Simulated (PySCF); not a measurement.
**UHF on F(2+) (fluorine, charge +2)**

Configuration: [He] 2s1 2p3 3s1, high-spin 6S determinant (an excited configuration). All numbers are calculated (PySCF 2.14, no relativity, point nucleus, in dyall-acv3z (15s9p4d2f, 76 functions)).

| Quantity | Value |
| --- | --- |
| Total energy | -95.919816 hartree |
| One-electron energy | -121.2925 hartree |
| Hartree (Coulomb) energy | 34.4357 hartree |
| Exchange energy | -9.0630 hartree |
| Kinetic energy | 95.91684 hartree |
| ⟨S²⟩ | 8.7500 |
| ⟨L²⟩ | 0.000 |
| Sum of ⟨r⟩ | 6.421 bohr |
| Sum of ⟨r²⟩ | 11.98 bohr² |
| Density at the nucleus (Gaussians lack the cusp) | 439 bohr⁻³ |
| Spin density at the nucleus | 16.6 bohr⁻³ |
| Langevin diamagnetic susceptibility | -9.49 ×10⁻⁶ cm³/mol |

| shell | electrons | mean orbital energy (eV) | rms radius, mean of both spins (bohr) |
| --- | --- | --- | --- |
| 1s α | 1 | -784.59 | 0.204 |
| 1s β | 1 | -775.81 | 0.204 |
| 2s α | 1 | -102.23 | 0.934 |
| 2p α | 3 | -77.960 | 0.916 |
| 3s α | 1 | -23.177 | 2.92 |

The outer electron is Rydberg-like, and this basis confines it to a smaller radius and binds it less than a complete one would.

Spin-orbit constants ζ (cm⁻¹) from the X2C one-electron operator on these orbitals (non-relativistic here): bare nucleus, nucleus screened by l(l+1)(2l+1)/3 electrons, and screened by the Breit-Pauli mean field of the electrons.

```
shell   bare  screened nucleus  mean field
   2p  605.8             471.2       420.0
```
